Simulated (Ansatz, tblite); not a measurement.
Removing and adding an electron: Li6H5. Charge 0, multiplicity 2. Geometry: r2SCAN-D4/def2-TZVP. Ansatz, gas phase; energy differences of separate SCF runs; the oxidised species is a singlet (the triplet lies 3.50 eV higher at PBE0-D4/def2-TZVP); the reduced species is a triplet (the singlet lies 0.00 eV higher at PBE0-D4/def2-TZVPD).

```xyz
11

Li   -0.189    1.283    1.584
Li   -1.884    0.790   -0.141
Li    2.238   -0.876   -0.041
Li    0.548    1.213   -0.887
Li    0.412   -1.405   -1.902
Li   -0.273   -1.094    0.581
H     0.959   -2.121   -0.335
H    -0.703    2.148    0.074
H     1.133    0.306    0.773
H    -0.763   -0.246   -1.157
H    -1.478    0.001    1.451
```

The xTB rows come from tblite. Correlated methods freeze no core orbitals; core or outer-core shells of Li are correlated, in sets that lack core-valence functions. The structure comes from a short search, and lower isomers may exist.

```json
{"level": "GFN1-xTB", "−HOMO (eV)": "–", "vertical IE (eV)": "11.22", "−LUMO (eV)": "–", "vertical EA (eV)": "4.59", "HOMO–LUMO gap (eV)": "–", "IE − EA (eV)": "6.63", "remarks": "–"}
{"level": "HF/def2-TZVPP", "−HOMO (eV)": "–", "vertical IE (eV)": "4.23", "−LUMO (eV)": "–", "vertical EA (eV)": "–", "HOMO–LUMO gap (eV)": "–", "IE − EA (eV)": "–", "remarks": "–"}
{"level": "PBE-D4/def2-TZVP", "−HOMO (eV)": "2.52", "vertical IE (eV)": "4.78", "−LUMO (eV)": "1.18", "vertical EA (eV)": "–", "HOMO–LUMO gap (eV)": "1.33", "IE − EA (eV)": "–", "remarks": "–"}
{"level": "PBE-D4/def2-TZVPD", "−HOMO (eV)": "2.48", "vertical IE (eV)": "–", "−LUMO (eV)": "1.26", "vertical EA (eV)": "0.24", "HOMO–LUMO gap (eV)": "1.23", "IE − EA (eV)": "–", "remarks": "HOMO above zero (-1 triplet)"}
{"level": "r2SCAN-D4/def2-TZVP", "−HOMO (eV)": "2.57", "vertical IE (eV)": "4.70", "−LUMO (eV)": "0.69", "vertical EA (eV)": "–", "HOMO–LUMO gap (eV)": "1.88", "IE − EA (eV)": "–", "remarks": "–"}
{"level": "r2SCAN-D4/def2-TZVPD", "−HOMO (eV)": "2.52", "vertical IE (eV)": "–", "−LUMO (eV)": "0.76", "vertical EA (eV)": "0.05", "HOMO–LUMO gap (eV)": "1.76", "IE − EA (eV)": "–", "remarks": "HOMO above zero (-1 triplet)"}
{"level": "PBE0-D4/def2-TZVP", "−HOMO (eV)": "3.12", "vertical IE (eV)": "4.77", "−LUMO (eV)": "0.62", "vertical EA (eV)": "–", "HOMO–LUMO gap (eV)": "2.50", "IE − EA (eV)": "–", "remarks": "–"}
{"level": "PBE0-D4/def2-TZVPD", "−HOMO (eV)": "3.07", "vertical IE (eV)": "–", "−LUMO (eV)": "0.73", "vertical EA (eV)": "0.12", "HOMO–LUMO gap (eV)": "2.34", "IE − EA (eV)": "–", "remarks": "HOMO above zero (-1 triplet)"}
{"level": "MP2/def2-TZVPP", "−HOMO (eV)": "–", "vertical IE (eV)": "4.42", "−LUMO (eV)": "–", "vertical EA (eV)": "–", "HOMO–LUMO gap (eV)": "–", "IE − EA (eV)": "–", "remarks": "–"}
{"level": "CCSD/def2-TZVPP", "−HOMO (eV)": "–", "vertical IE (eV)": "4.46", "−LUMO (eV)": "–", "vertical EA (eV)": "–", "HOMO–LUMO gap (eV)": "–", "IE − EA (eV)": "–", "remarks": "–"}
{"level": "CCSD(T)/def2-TZVPP", "−HOMO (eV)": "–", "vertical IE (eV)": "4.48", "−LUMO (eV)": "–", "vertical EA (eV)": "–", "HOMO–LUMO gap (eV)": "–", "IE − EA (eV)": "–", "remarks": "–"}
```

   A HOMO above zero means that the electron is unbound at that level or that self-interaction error raises the level; the energy of removing that electron tells which. HOMO and LUMO are the levels of the spin that leaves or enters (xTB has no such levels and no spin-polarisation term). Other spin states of the ions may lie lower, which would lower the ionisation energy or raise the affinity. Raw xTB energy differences between charge states are shifted by several eV; the methods need an empirical correction for them.
